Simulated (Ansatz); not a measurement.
A nudged elastic band was laid between two geometries of Cl4Ge + H4OSi (11 atoms, charge 0, multiplicity 1).

All numbers below come from RHF/def2-SVP in Ansatz.

| Property | Result |
| --- | --- |
| movable images | 5 |
| climbing image | yes |
| spring | 5.0 eV/Å² |
| optimiser | quadratic models (default) |
| start path | through a guess of the saddle point |
| force threshold | 0.05 eV/Å |
| iteration limit | 60 |
| end points | relaxed |

Image 0:

```xyz
11
Properties=species:S:1:pos:R:3
Ge 0.769 0.193 -0.117
Cl 0.656 0.079 2.006
Cl 2.821 0.426 -0.641
Cl -0.303 1.867 -0.849
Cl 0.071 -1.608 -1.002
O -2.529 -0.269 0.913
Si -3.808 -1.016 0.173
H -3.570 -2.469 0.018
H -5.045 -0.835 0.969
H -3.964 -0.392 -1.153
H -2.361 -0.410 1.831
```

Image 6:

```xyz
11
Properties=species:S:1:pos:R:3
Ge -0.229 -0.137 -0.738
Cl -1.048 0.951 3.402
Cl 1.475 -0.891 0.271
Cl -0.065 1.961 -0.991
Cl -0.419 -1.077 -2.640
O -1.633 -0.493 0.198
Si -3.177 -1.123 0.087
H -3.099 -2.563 -0.229
H -3.816 -0.916 1.398
H -3.923 -0.416 -0.972
H -1.330 0.271 2.362
```

Question: Which bonds break or form, and what moves?

Answer: Bonds broken: Ge1–Cl2, O6–H11. Bonds formed: Ge1–O6, Cl2–H11. Cl4Ge + H4OSi becomes Cl3GeH3OSi + ClH.

Question: What energy profile does the band end with?

Answer: The run converged. The highest image is number 3 of 0 to 6, 136.8 kJ/mol above the first end and 130.6 kJ/mol above the last; the last end lies 6.2 kJ/mol above the first. A vibrational analysis at the climbing image gives one clearly imaginary mode, 312i cm⁻¹: a first-order saddle point. The orbitals stay closed-shell, which can raise the energy where a bond breaks towards radicals; this wasn't checked here.

```json
{"image": "0", "path coordinate (Å)": "0.00", "energy (kJ/mol)": "0.0", "Ge1–Cl2 (Å)": "2.13", "O6–H11 (Å)": "0.94", "Ge1–O6 (Å)": "3.49"}
{"image": "1", "path coordinate (Å)": "1.52", "energy (kJ/mol)": "6.9", "Ge1–Cl2 (Å)": "2.14", "O6–H11 (Å)": "0.94", "Ge1–O6 (Å)": "3.26"}
{"image": "2", "path coordinate (Å)": "3.04", "energy (kJ/mol)": "73.7", "Ge1–Cl2 (Å)": "2.20", "O6–H11 (Å)": "0.95", "Ge1–O6 (Å)": "2.36"}
{"image": "3", "path coordinate (Å)": "4.55", "energy (kJ/mol)": "136.8", "Ge1–Cl2 (Å)": "2.83", "O6–H11 (Å)": "1.07", "Ge1–O6 (Å)": "1.85"}
{"image": "4", "path coordinate (Å)": "5.22", "energy (kJ/mol)": "40.9", "Ge1–Cl2 (Å)": "3.27", "O6–H11 (Å)": "1.69", "Ge1–O6 (Å)": "1.75"}
{"image": "5", "path coordinate (Å)": "5.89", "energy (kJ/mol)": "8.5", "Ge1–Cl2 (Å)": "3.90", "O6–H11 (Å)": "2.13", "Ge1–O6 (Å)": "1.73"}
{"image": "6", "path coordinate (Å)": "6.56", "energy (kJ/mol)": "6.2", "Ge1–Cl2 (Å)": "4.36", "O6–H11 (Å)": "2.32", "Ge1–O6 (Å)": "1.72"}
```

Question: What is the geometry of the highest image?

Answer: 
```xyz
11
Properties=species:S:1:pos:R:3
Ge -0.199 0.063 -0.296
Cl -0.421 1.039 2.352
Cl 1.506 -0.992 0.362
Cl -0.008 2.078 -0.893
Cl -0.738 -0.954 -2.135
O -1.774 -0.365 0.566
Si -3.250 -1.210 0.217
H -2.906 -2.601 -0.096
H -4.008 -1.090 1.469
H -3.904 -0.521 -0.900
H -1.563 0.121 1.501
```

Question: What are the harmonic wavenumbers there?

Answer: 312i, 39, 106, 107, 130, 146, 167, 183, 206, 207, 263, 418, 434, 512, 544, 728, 760, 797, 956, 960, 1034, 1038, 1137, 2000, 2414, 2423, 2428 cm⁻¹.

Time of the run: 7.1 min on 4 threads of Arm Neoverse V2, on a shared host, peak memory 0.48 GiB.
